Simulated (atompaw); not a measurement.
## How hard is this Cr PAW (atompaw) potential?

| Quantity | Value |
| --- | --- |
| Element | Cr (Z = 24) |
| Generator | atompaw 4.2.0.5 |
| Type | PAW |
| Functional | LDA (PW92) |
| Relativity | scalar-relativistic |
| Frozen core | [Ne] |
| Valence charge | 14 |
| Reference configuration | 3s2 3p6 3d5 4s0.5 4p0.5 |
| Partial waves | 3s (bound): rc 1.00 bohr; 4s (bound): rc 2.00 bohr; 3p (bound): rc 1.10 bohr; 4p (bound): rc 1.45 bohr; 3d (bound): rc 2.00 bohr; 3d channel at 2.45 Ry: rc 2.00 bohr |
| Local potential | bessel scheme, radius 1.80 bohr |
| Core correction | smooth core density matched at 1.65 bohr |
| Augmentation charge | sinc compensation charge, radius 1.50 bohr; PAW radius 2.00 bohr; waves and projectors: modrrkj vanderbiltortho |

The pseudo-atom Hamiltonian at the reference potential is diagonalised in spherical Bessel functions j_l(qr) that vanish at 20 bohr, with q² up to the cutoff. All-electron valence levels (Ry): 3s -5.4602, 4s -0.3457, 3p -3.3872, 4p -0.1107, 3d -0.2822.

Task: How do the lowest levels (Ry) of each channel move with the cutoff, and are there ghosts?

Result:

| cutoff (Ry) | s #1 | s #2 | p #1 | p #2 | p #3 | d #1 | f #1 | Σ f·Δε (mRy) |
| --- | --- | --- | --- | --- | --- | --- | --- | --- |
| 8 | -4.7080 | -0.3213 | -0.1404 | 0.0217 | 0.1385 | 0.0044 | 0.0887 | 22445.3 |
| 12 | -5.2909 | -0.3430 | -0.1520 | 0.0193 | 0.1343 | -0.1827 | 0.0887 | 20268.5 |
| 18 | -5.4438 | -0.3457 | -0.1599 | 0.0179 | 0.1320 | -0.2768 | 0.0887 | 19447.9 |
| 25 | -5.4525 | -0.3457 | -2.5438 | -0.1060 | 0.0293 | -0.2813 | 0.0887 | 5082.4 |
| 35 | -5.4546 | -0.3457 | -3.3387 | -0.1106 | 0.0282 | -0.2819 | 0.0887 | 303.4 |
| 40 | -5.4570 | -0.3457 | -3.3692 | -0.1106 | 0.0282 | -0.2821 | 0.0887 | 114.6 |
| 50 | -5.4594 | -0.3457 | -3.3857 | -0.1106 | 0.0282 | -0.2821 | 0.0887 | 10.8 |
| 60 | -5.4598 | -0.3457 | -3.3863 | -0.1106 | 0.0282 | -0.2822 | 0.0887 | 6.1 |
| 80 | -5.4599 | -0.3457 | -3.3868 | -0.1106 | 0.0282 | -0.2822 | 0.0887 | 3.0 |
| 100 | -5.4601 | -0.3457 | -3.3871 | -0.1106 | 0.0282 | -0.2822 | 0.0887 | 0.5 |
| 120 | -5.4601 | -0.3457 | -3.3871 | -0.1106 | 0.0282 | -0.2822 | 0.0887 | 0.4 |
| 400 | -5.4602 | -0.3457 | -3.3872 | -0.1106 | 0.0282 | -0.2822 | 0.0887 | 0.0 |

Result: no extra level below or beside the all-electron valence levels (s, p, d, f tested); 10 mRy is reached at 55 Ry and 1 mRy at 100 Ry.
